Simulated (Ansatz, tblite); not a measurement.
Forces on Cu₄H₅ at its r2SCAN-D4/def2-SVP geometry. Charge 0, multiplicity 2.

The xTB rows come from tblite. No other spin state of charge 0 was run. The structure comes from a short search, and lower isomers may exist.

GFN1-xTB (tblite), largest force 0.63 eV/Å:

```xyz
9
positions Å, forces eV/Å
Cu   -0.974   -1.297   -0.251   -0.313   -0.514   -0.164
Cu    0.910   -0.885    1.041    0.395   -0.360    0.324
Cu    0.938    1.313    0.299    0.407    0.474    0.042
Cu   -0.944    0.901   -0.996   -0.302    0.317   -0.444
H     1.787    0.457    1.423   -0.383   -0.005   -0.028
H    -0.129   -2.154    0.875   -0.113    0.362    0.049
H     0.465   -0.213   -0.611    0.284   -0.130   -0.373
H    -0.069    2.245   -0.614   -0.122   -0.255    0.257
H    -1.983   -0.367   -1.166    0.148    0.112    0.337
```

GFN2-xTB (tblite), largest force 1.32 eV/Å:

```
Cu -0.853 -1.001 -0.101
Cu 0.648 -0.673 0.931
Cu 0.674 1.086 0.338
Cu -0.829 0.754 -0.694
H 0.195 0.049 0.153
H -0.013 -0.237 0.095
H 0.400 -0.183 -0.524
H -0.007 0.245 -0.069
H -0.215 -0.040 -0.128
```

PBE-D4/def2-TZVP (Ansatz), largest force 0.63 eV/Å:

```
Cu -0.382 -0.495 -0.085
Cu 0.340 -0.337 0.411
Cu 0.352 0.509 0.123
Cu -0.370 0.351 -0.370
H 0.067 0.008 0.029
H 0.008 -0.074 0.012
H 0.027 -0.010 -0.032
H 0.009 0.066 -0.036
H -0.049 -0.017 -0.051
```
